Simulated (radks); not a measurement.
Effect of the nuclear size on the neodymium ion Nd+, [Xe] 4f4 6s1. Calculated with a radial shooting solver on a logarithmic mesh with Libxc functionals: Dirac Kohn-Sham, PBE, spin-unpolarised, spherical densities, finite nucleus; open shells fill j = l - 1/2 first; Fermi nuclear charge, rms radius 4.9123 fm. The rms radius is varied about that value; shifts are against it.

[
 {"rms radius (fm)": "4.0821", "total energy shift (eV)": "-4.04", "density at nucleus (e/bohr^3)": "4.727e+05", "1s1/2 shift (meV)": "-1670", "2s1/2 shift (meV)": "-208", "5s1/2 shift (meV)": "-1.55", "5p1/2 shift (meV)": "0.153", "6s1/2 shift (meV)": "-0.148", "4f5/2 shift (meV)": "0.280", "6p1/2 (empty) shift (meV)": "0.047"},
 {"rms radius (fm)": "4.6814", "total energy shift (eV)": "-1.18", "density at nucleus (e/bohr^3)": "4.585e+05", "1s1/2 shift (meV)": "-490", "2s1/2 shift (meV)": "-61.0", "5s1/2 shift (meV)": "-0.453", "5p1/2 shift (meV)": "0.045", "6s1/2 shift (meV)": "-0.043", "4f5/2 shift (meV)": "0.082", "6p1/2 (empty) shift (meV)": "0.014"},
 {"rms radius (fm)": "4.9123", "total energy shift (eV)": "0", "density at nucleus (e/bohr^3)": "4.536e+05", "1s1/2 shift (meV)": "0.000", "2s1/2 shift (meV)": "0.000", "5s1/2 shift (meV)": "0.000", "5p1/2 shift (meV)": "0.000", "6s1/2 shift (meV)": "0.000", "4f5/2 shift (meV)": "0.000", "6p1/2 (empty) shift (meV)": "0.000"},
 {"rms radius (fm)": "5.1235", "total energy shift (eV)": "1.12", "density at nucleus (e/bohr^3)": "4.494e+05", "1s1/2 shift (meV)": "464", "2s1/2 shift (meV)": "57.8", "5s1/2 shift (meV)": "0.430", "5p1/2 shift (meV)": "-0.042", "6s1/2 shift (meV)": "0.041", "4f5/2 shift (meV)": "-0.078", "6p1/2 (empty) shift (meV)": "-0.013"},
 {"rms radius (fm)": "5.7572", "total energy shift (eV)": "4.70", "density at nucleus (e/bohr^3)": "4.379e+05", "1s1/2 shift (meV)": "1950", "2s1/2 shift (meV)": "242", "5s1/2 shift (meV)": "1.80", "5p1/2 shift (meV)": "-0.177", "6s1/2 shift (meV)": "0.172", "4f5/2 shift (meV)": "-0.325", "6p1/2 (empty) shift (meV)": "-0.055"}
]

Slopes of the eigenvalues against <r^2> in GHz/fm^2, as finite differences over the two radii next to the reference (eigenvalue slopes, not the field-shift constants of lines): 1s1/2 53200, 2s1/2 6620, 5s1/2 49.3, 5p1/2 -4.86, 6s1/2 4.70, 4f5/2 -8.90.
